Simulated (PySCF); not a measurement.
# Vibration and rotation of MgTe⁻

UHF-CCSD(T) constants of MgTe⁻, ²Σ⁺ (doublet), unpaired electrons σ ↑ (Mg def2-SVPD, Te def2-SVPD with ECP28; scalar-relativistic core potentials (PySCF 2.14); masses 23.9850 and 129.9062 u):

* ωe: 311.4 cm⁻¹
* ωexe: 1.44 cm⁻¹
* Be: 0.12285 cm⁻¹
* αe: 0.000659 cm⁻¹
* D (centrifugal): 7.65e-08 cm⁻¹

Problem. Give the vibrational terms G(v) and spacings up to v = 6.

Solution. G(v) = ωe(v+½) − ωexe(v+½)².

```json
{"v": "0", "G(v) (cm⁻¹)": "155.3", "G(v) − G(v−1)": "", "Bv (cm⁻¹)": "0.1225"}
{"v": "1", "G(v) (cm⁻¹)": "463.9", "G(v) − G(v−1)": "308.5", "Bv (cm⁻¹)": "0.1219"}
{"v": "2", "G(v) (cm⁻¹)": "769.5", "G(v) − G(v−1)": "305.6", "Bv (cm⁻¹)": "0.1212"}
{"v": "3", "G(v) (cm⁻¹)": "1072.3", "G(v) − G(v−1)": "302.8", "Bv (cm⁻¹)": "0.1205"}
{"v": "4", "G(v) (cm⁻¹)": "1372.1", "G(v) − G(v−1)": "299.9", "Bv (cm⁻¹)": "0.1199"}
{"v": "5", "G(v) (cm⁻¹)": "1669.1", "G(v) − G(v−1)": "297.0", "Bv (cm⁻¹)": "0.1192"}
{"v": "6", "G(v) (cm⁻¹)": "1963.3", "G(v) − G(v−1)": "294.1", "Bv (cm⁻¹)": "0.1186"}
```

Correlated steps freeze 5 core orbitals. These are scalar-relativistic numbers at best; spin–orbit coupling would shift them, the dissociation energy most. The state is the lowest determinant that a PBE0 search found; another state may lie lower at other levels.
